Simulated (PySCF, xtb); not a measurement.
BClH, SMILES Cl[BH], multiplicity 2.

The structure is a stationary point at PBE0-D3(BJ)/def2-TZVPD. The isomer is the one that the SMILES or the coordinates give; other isomers of the formula were not compared.

The numbers are results of C-PCM-B3LYP/def2-TZVPD in PySCF, not measurements.

The values are the electrostatic part of the solvation free energy, E(continuum) − E(gas) at the gas-phase geometry, in a cavity of scaled van der Waals radii (PySCF's table); cavitation and dispersion terms are not included. The dipole moment in vacuum is 0.48 D.

| solvent | ε | ΔG(elec) (kcal/mol) | dipole (D) |
|---|---|---|---|
| water | 78.36 | -0.5 | 0.63 |
| 2-propanol | 19.26 | -0.5 | 0.62 |
| dichloromethane | 8.93 | -0.5 | 0.61 |

For comparison, GFN2-xTB/ALPB(water) (xtb, at the GFN2-xTB geometry, all terms of that model) gives -1.0 kcal/mol.
